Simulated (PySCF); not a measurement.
F$_{4}$Sn, charge -1, doublet, at a GFN2-xTB geometry (such geometries of metal compounds can be far from the true shape) (a state made from the parent by changing its charge; the spin is typed, not shown lowest) (core potentials on Sn).

Input for PySCF:
```python
from pyscf import gto, scf, dft

mol = gto.Mole()
mol.atom = '''
    F    -1.143497   -1.783033   -0.875394
    Sn    0.000000    0.000000    0.000000
    F    -1.368901    1.837705    0.045329
    F     0.678881   -0.499713    2.131317
    F     1.833517    0.445040   -1.301253
'''
mol.basis = 'lanl2dz'
mol.ecp = {'Sn': 'lanl2dz'}
mol.charge = -1
mol.spin = 1
mol.verbose = 4
mol.build()

mf = dft.UKS(mol)
mf.xc = 'blyp'
mf = mf.density_fit(auxbasis='def2-universal-jkfit')
mf.kernel()
```

Q: What does this run give for the number of basis functions, Mulliken (on the basis functions themselves) charges in atom order, nuclear repulsion energy?

A: 
```json
{
  "number_of_basis_functions": "44",
  "Mulliken (on the basis functions themselves) charges in atom order": "F1 -0.54, Sn2 1.18, F3 -0.54, F4 -0.54, F5 -0.54",
  "nuclear_repulsion_energy": "101.9612 Eh"
}
```

These values belong to the state on which the SCF converged, which isn't shown to be the lowest.
